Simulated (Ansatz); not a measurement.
Job for Ansatz (a first-principles code): U-PBE/def2-TZVPPD on O2 (SMILES O=O). The basis file is the Basis Set Exchange's JSON of that set.

Ansatz 0.2 input:
```yaml
crystal:
  periodic: [false, false, false]
  atoms:
    - {symbol: O, position_ang: [0.00000000, -0.00000000, 0.60215214]}
    - {symbol: O, position_ang: [-0.00000000, 0.00000000, -0.60215214]}
basis:
  gaussian:
    orbitals: def2-TZVPPD.json
hamiltonian:
  xc: {name: PBE}
magnetization: {spin_polarized: true, initial_magnetization: 2}
```

Output:

```
WARN ansatz: RAYON_NUM_THREADS=1 ignored (pool sized by the plan → 1); use --threads N
Functional definition: PBE
integrals: 0.01 GiB planned
368 factors; their error is unknown
mean field: 0.16 GiB planned
mean field evaluation 1: about -4087.7823 eV, gradient 1.5e1 eV
mean field evaluation 2: about -4087.7970 eV, gradient 1.5e1 eV
mean field evaluation 4: about -4088.5106 eV, gradient 3.0e-1 eV
mean field evaluation 8: about -4088.5078 eV, gradient 2.1e-3 eV
mean field -4088.50783163 eV, -150.2498915222 hartree, gradient 4.6e-6 eV, S^2 2.004532; 0 other end points of the search recorded, 0 dependent functions left out
reference -4088.50788457 eV, -150.2498934680 hartree; 9, 7 occupied and 71, 73 virtual orbitals, 368 factors
Total energy: -4088.50788457 eV, -150.2498934680 hartree
```

The run converged.

Cost: around 0.8 core-seconds (rough).
